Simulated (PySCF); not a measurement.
One formula, C5H6N2Si, several structures.

PySCF, B3LYP/def2-SVPD, density fitting, gas phase; each molecule at its own PBE0-D3(BJ)/def2-SVP geometry, one conformer. Singlet excitations by full TDDFT with frozen cores, triplets by Tamm–Dancoff TDDFT and ionisation energies by ΔSCF, from the lowest of the holes tried. 

Torsions of the conformers computed, which needn't be the lowest (atom-mapped SMILES):
- `[N:1]#[C:2][SiH2:3][n:4]1[cH:5][cH:6][cH:7][cH:8]1`: C2–Si3–N4–C5 84°
- `[CH3:1][C:2]#[C:3]/[CH:4]=[N:5]/[SiH2:6][C:7]#[N:8]`: C4–N5–Si6–C7 -117°
- `[CH3:1][C:2]#[C:3]/[CH:4]=[N:5]\[SiH2:6][C:7]#[N:8]`: C4–N5–Si6–C7 6°

Reference: `N#Cc1ccn([SiH3])c1`, with HOMO energy -6.81 eV, LUMO energy -0.82 eV, lowest singlet excitation 5.39 eV, lowest triplet excitation 3.94 eV, mean polarisability 97.4 au, dipole moment 6.42 D and vertical ionisation energy 8.84 eV.

Changes against it:

```csv
molecule,Δ electronic energy (kcal/mol),Δ HOMO energy (eV),Δ LUMO energy (eV),Δ lowest singlet excitation (eV),Δ lowest triplet excitation (eV),Δ mean polarisability (au),Δ dipole moment (D),Δ vertical ionisation energy (eV)
CC#C/C=N/[SiH2]C#N,+41.2,-0.80,-1.53,-1.60,-0.66,+9.1,-0.58,+0.77
C#Cc1cncn1[SiH3],+30.2,+0.42,-0.16,-0.34,-0.46,+1.9,-3.20,-0.43
CC#C/C=N\[SiH2]C#N,+40.0,-0.74,-1.45,-1.58,-0.63,+0.4,-4.44,+0.73
C#Cc1nccn1[SiH3],+32.2,+0.41,-0.25,-0.38,-0.45,+2.1,-2.88,-0.43
```

Rows whose labels were lost:

| row | Δ electronic energy (kcal/mol) | Δ HOMO energy (eV) | Δ LUMO energy (eV) | Δ lowest singlet excitation (eV) | Δ lowest triplet excitation (eV) | Δ mean polarisability (au) | Δ dipole moment (D) | Δ vertical ionisation energy (eV) |
| --- | --- | --- | --- | --- | --- | --- | --- | --- |
| P | -3.5 | +0.35 | -0.50 | -1.03 | +0.04 | -5.5 | -3.20 | -0.21 |
| Q | +0.7 | +0.09 | -0.38 | -0.13 | -0.36 | -1.0 | -2.13 | -0.09 |

**Question.** Which row belongs to which of `N#C[SiH2]n1cccc1` and `N#Cc1cccn1[SiH3]`?

**Answer.** P = `N#C[SiH2]n1cccc1` and Q = `N#Cc1cccn1[SiH3]`. P and Q are told apart most clearly by the lowest singlet excitation (-1.03 against -0.13 eV).

**Question.** Which row has the smallest HOMO–LUMO gap and which the largest, and does the HOMO or the LUMO shift more there?

**Answer.** Smallest, counted from the reference: P, -0.85 eV (HOMO +0.35, LUMO -0.50), the larger shift being that of the LUMO. Largest: Q, -0.47 eV (HOMO +0.09, LUMO -0.38), the larger shift being that of the LUMO. The gap of the reference itself lies above all of them.
